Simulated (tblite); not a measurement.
Task: Write Cartesian coordinates for InChI=1S/C6H12FOS/c1-5(8)6(2)9(3)4-7/h6H,4H2,1-3H3/q+1/t6-,9-/m1/s1 as optimised with GFN2-xTB. (Charge +1.)

Result: 
```
atom  x, y, z in Å
C1     2.7480    0.7756   -0.1143
C2     1.3517    0.7373    0.3750
O3     0.8970    1.4080    1.2732
C4     0.3743   -0.2294   -0.2886
C5     0.8138   -1.6804   -0.2678
S6    -1.1254    0.0619    0.7835
C7    -2.3239   -1.0344   -0.0150
C8    -1.7404    1.6497    0.0703
F9    -1.7333    1.5552   -1.2736
H10    2.8041    0.6284   -1.1894
H11    3.2175    1.7149    0.1686
H12    3.3070   -0.0286    0.3671
H13    0.1328    0.0908   -1.3057
H14    0.9871   -2.0235    0.7496
H15    1.7434   -1.7773   -0.8248
H16    0.0822   -2.3274   -0.7444
H17   -2.3307   -0.8894   -1.0909
H18   -2.0689   -2.0590    0.2345
H19   -3.3033   -0.8126    0.3990
H20   -1.0753    2.4556    0.3888
H21   -2.7668    1.8015    0.4142
```

Orientation and origin are arbitrary. Atoms count from 1 in this order. C2 (ketone carbonyl carbon) is planar (angles 125.9°, 118.5° and 115.7°, sum 360.0°, 0.00 Å off the plane of its three neighbours). The 3 C–C bonds span 1.480 Å (C1–C2, drawn single) to 1.526 Å (C2–C4, drawn single), a spread of 0.046 Å. S6 (sulfonium sulfur) is pyramidal (angles 100.6°, 100.4° and 97.5°, sum 298.4°, 0.87 Å off the plane of its three neighbours). The 3 C–S bonds span 1.810 Å (S6–C7, drawn single) to 1.866 Å (C4–S6, drawn single), a spread of 0.056 Å.

Bonds between heavy atoms (Å): C1–C2 1.480, C2=O3 1.210, C2–C4 1.526, C4–C5 1.516, C4–S6 1.866, S6–C7 1.810, S6–C8 1.846, C8–F9 1.347.

The geometry is computed with GFN2-xTB (gas phase).

Point group: C1 (no symmetry element, even within 0.4 Å). Its GFN2-xTB frequencies are all real (lowest 48 cm⁻¹). Torsions: C1–C2–C4–C5 56°, C2–C4–S6–C7 178°, C4–S6–C8–F9 46°.

One conformer stands for the species.
